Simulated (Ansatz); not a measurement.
Cartesian coordinates in Å:
```
C 0.396 1.516 0.845
Al -0.049 -0.178 0.008
N -0.475 -1.630 0.925
C -0.049 -0.371 -2.005
O 0.250 0.588 -2.685
H 0.412 1.454 1.935
H 1.377 1.868 0.511
H -0.324 2.290 0.562
H -0.712 -2.521 0.517
H -0.517 -1.694 1.930
H -0.310 -1.322 -2.542
```

Charge 0, multiplicity 1.

Task: List the PBE/def2-TZVPP orbital energies in eV (the Gaussian-basis code of Ansatz). (Best estimate.)

Result: Ansatz gave: Occupied: -1505.96, -510.23, -379.92, -270.60, -268.23, -106.30, -68.39, -68.20, -68.15, -25.97, -20.61, -16.68, -14.20, -11.84, -11.03, -10.50, -9.71, -9.61, -9.45, -9.27, -7.31, -6.32, -4.82. Lowest empty: -2.66, -0.62, -0.10, 0.38, 1.00, 1.68, 1.99, 2.39.
